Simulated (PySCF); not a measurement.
From computed data to an observable: chemical shift, span and skew from a shielding tensor

Si(H)2(Me)(NCO) (C₂H₅NOSi), SMILES N([SiH2]C)=C=O. Atoms are numbered in the order given.

```xyz
10

Si    -0.5999    -1.0938     0.0000
C      0.9598    -2.1186     0.0000
N     -0.1913     0.5849     0.0000
C      0.0661     1.7527     0.0000
O      0.3225     2.8932     0.0000
H     -1.4223    -1.3654    -1.2150
H     -1.4223    -1.3654     1.2150
H      0.7127    -3.1918     0.0000
H      1.5674    -1.9044    -0.8922
H      1.5674    -1.9044     0.8922
```

Geometry: PBE0-D3(BJ)/def2-SVP. One conformer was computed; it need not be the lowest.

GIAO shieldings from B3LYP/pcSseg-1 (PySCF), non-relativistic, no solvent. The symmetric part of the tensor of C2 has the principal values 171.0, 182.9, 189.4 ppm. The same nucleus in TMS has σ = 181.3 ppm at this level (PySCF, at its B3LYP-D3(BJ)/def2-TZVP geometry).

### Question
Work out the isotropic shielding, the ¹³C shift against TMS, the span and the skew.

### Answer

σ(iso) = (σ11 + σ22 + σ33)/3 = 181.1 ppm. δ = σ(ref) − σ(iso) = 181.3 − (181.1) = 0.2 ppm.
Span Ω = σ33 − σ11 = 18.4 ppm. Skew κ = 3(σ(iso) − σ22)/Ω = -0.29. Tumbling in solution averages the tensor to δ; in a static solid the shielding alone would spread this spin-1/2 line over Ω.
